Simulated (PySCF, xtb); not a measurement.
Br2H2O2Si, SMILES O[Si](O)(Br)Br.

GFN2-xTB (xtb) at its own geometry gives an orbital gap of 6.81 eV and a dipole moment of 6.16 D.

Coordinates come from a B3LYP-D3(BJ)/def2-SVP optimisation. The values are those of a single conformer.

Q: What does PBE0/def2-TZVP (PySCF) give? (The exact figures need the calculation; the answer reports its results.)

A: gap 8.18 eV (levels -8.57 and -0.40 eV), dipole 1.75 D.
